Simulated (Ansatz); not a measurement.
Reaction (formal exchange of groups at the Si–Ge bond): `[SiH3][SiH2][GeH2][SiH2][GeH3]` + `N=C=CO` → `N=C=C[SiH2][GeH3]` + `[OH][GeH2][SiH2][SiH3]`

Isolated molecules relaxed with PBE0-D4/def2-TZVP in Ansatz; ΔE leaves out vibrations. CBS: MP2 limit from def2 TZ/QZ plus the TZ coupled-cluster correction, frozen cores. For Ge outer-core shells are correlated without core-valence functions, which leaves a few kJ/mol of doubt a bond. Scalar relativity is left out up to krypton. Each species was taken in one conformer, which may not be the lowest.

| species | CCSD(T)/CBS(def2) energy (Eh) |
| --- | --- |
| `[SiH3][SiH2][GeH2][SiH2][GeH3]` | -5026.67652 |
| `N=C=CO` | -207.70253 |
| `N=C=C[SiH2][GeH3]` | -2500.15797 |
| `[OH][GeH2][SiH2][SiH3]` | -2734.26561 |

Question: Work out ΔE.

Answer: ΔE = (-2500.15797) + (-2734.26561) − (-5026.67652) − (-207.70253) = -0.04453 Eh = -27.9 kcal/mol.

Largest T1 diagnostic among the species: 0.014.

From PBE to PBE0 (25 % exact exchange), in def2-TZVPP and without D4, ΔE moves by −1.1 kcal/mol. The D4 term adds +2.3 kcal/mol with B3LYP and +1.4 kcal/mol with PBE0; it sums over pairs of atoms, weighted by their polarisabilities, and B3LYP, whose exchange is more repulsive, gets the larger term.

B3LYP here is the variant with VWN-RPA as its local correlation; programs differ in this.
